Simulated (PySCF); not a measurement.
A GIAO shielding run with PySCF (density fitting, non-relativistic, gas phase) on `N[Si](N)(P)CC[SiH3]`, C2H13N2PSi2:

```
$ OMP_NUM_THREADS=1 python probes_run.py task.json out

{"job": {"kind": "nmr", "xc": "PBE0", "basis": "pcSseg-1"}, "charge": 0, "multiplicity": 1}
N     -1.813312     1.743331    -0.416465
Si    -1.354780     0.110406    -0.045588
N     -2.333735    -0.581398     1.204028
P     -1.608199    -0.935036    -2.023144
C      0.457123    -0.102155     0.528014
C      1.436419     0.152308    -0.615745
Si     3.246343    -0.128562    -0.113362
H     -1.622345     2.100665    -1.338845
H     -1.673746     2.467773     0.269785
H     -2.169759    -0.298599     2.156852
H     -3.324694    -0.661635     1.040862
H     -2.938232    -1.247693    -1.824018
H     -1.193630    -2.164342    -1.547088
H      0.611300    -1.107015     0.921127
H      0.665979     0.587466     1.347003
H      1.177514    -0.504540    -1.452075
H      1.303284     1.172773    -0.982489
H      4.128017     0.191434    -1.237586
H      3.429462    -1.526116     0.284903
H      3.571845     0.741612     1.021403
```

Hardware: 1 thread of an Arm Neoverse N1, shared host. The job also computes population analyses, field gradients.

**Question.** How large is the calculation?

**Answer.** 82 electrons, 205 basis functions and 1127 auxiliary functions.

**Question.** How long does it take, and how much memory does it need?

**Answer.** 88 s of wall time, with 12 SCF cycles and 4 response iterations; peak memory 0.92 GiB. Times on a shared host scatter by some tens of per cent.
